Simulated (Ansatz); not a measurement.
`c1sc(-c2sc(-c3scc4c3OCCO4)c3c2OCCO3)c2c1OCCO2`. Charge 0, multiplicity 1. Geometry r2SCAN-D4/def2-SVP; atoms count from 1.

```xyz
41

C     4.320   -0.064    2.322
S     2.622    0.157    2.548
C     2.297    0.098    0.828
C     0.966    0.249    0.306
S    -0.416   -0.447    1.124
C    -1.547    0.207   -0.043
C    -2.961   -0.005    0.046
S    -4.093    0.590   -1.152
C    -5.451   -0.091   -0.328
C    -5.065   -0.744    0.819
C    -3.655   -0.697    1.031
O    -3.050   -1.280    2.101
C    -3.901   -2.220    2.752
C    -5.290   -1.639    2.938
O    -5.906   -1.381    1.680
C    -0.851    0.903   -1.023
C     0.556    0.940   -0.826
O     1.388    1.632   -1.648
C     0.681    2.556   -2.468
C    -0.543    1.906   -3.083
O    -1.465    1.523   -2.067
C     3.484   -0.081    0.135
C     4.632   -0.163    0.986
O     5.890   -0.334    0.497
C     5.889   -0.790   -0.854
C     4.891   -0.010   -1.688
O     3.567   -0.223   -1.213
H     5.003   -0.120    3.168
H    -6.462    0.026   -0.715
H    -3.959   -3.149    2.152
H    -3.436   -2.448    3.722
H    -5.225   -0.702    3.525
H    -5.941   -2.347    3.469
H     1.382    2.885   -3.249
H     0.374    3.435   -1.868
H    -0.241    1.016   -3.668
H    -1.073    2.607   -3.743
H     5.638   -1.868   -0.886
H     6.912   -0.650   -1.234
H     5.132    1.070   -1.654
H     4.909   -0.348   -2.735
```

Single mean-field runs in def2-TZVP are fitted with def2-universal-jkfit.

Question: Estimate the Mulliken populations of the heavy atoms from the PBE0/def2-TZVP orbitals of Ansatz.

Answer: 
```
atom  charge (e)
  C1       -0.26
  S2        0.03
  C3       -0.15
  C4        0.03
  S5        0.01
  C6       -0.04
  C7       -0.12
  S8        0.04
  C9       -0.26
 C10        0.08
 C11        0.18
 O12       -0.26
 C13       -0.06
 C14       -0.05
 O15       -0.24
 C16        0.21
 C17        0.11
 O18       -0.23
 C19       -0.06
 C20       -0.06
 O21       -0.26
 C22        0.14
 C23        0.09
 O24       -0.24
 C25       -0.04
 C26       -0.06
 O27       -0.24
```
Mulliken values and Mayer orders depend strongly on the basis.

Question: And the Mayer bond orders between bonded heavy atoms (over 0.3)?

Answer: C1–S2 1.23 (1.73 Å); C1–C23 1.64 (1.38 Å); S2–C3 1.28 (1.75 Å); C3–C4 0.88 (1.44 Å); C3–C22 1.44 (1.39 Å); C4–S5 1.23 (1.75 Å); C4–C17 1.48 (1.39 Å); S5–C6 1.26 (1.75 Å); C6–C7 1.04 (1.43 Å); C6–C16 1.35 (1.39 Å); C7–S8 1.30 (1.75 Å); C7–C11 1.34 (1.39 Å); S8–C9 1.23 (1.73 Å); C9–C10 1.63 (1.38 Å); C10–C11 1.22 (1.43 Å); C10–O15 1.13 (1.36 Å); C11–O12 1.06 (1.36 Å); O12–C13 0.97 (1.43 Å); C13–C14 1.02 (1.52 Å); C14–O15 0.96 (1.42 Å); C16–C17 1.22 (1.42 Å); C16–O21 1.07 (1.36 Å); C17–O18 1.14 (1.36 Å); O18–C19 0.97 (1.42 Å); C19–C20 1.03 (1.52 Å); C20–O21 0.97 (1.42 Å); C22–C23 1.20 (1.43 Å); C22–O27 1.11 (1.36 Å); C23–O24 1.12 (1.36 Å); O24–C25 0.96 (1.43 Å); C25–C26 1.03 (1.52 Å); C26–O27 0.97 (1.42 Å).
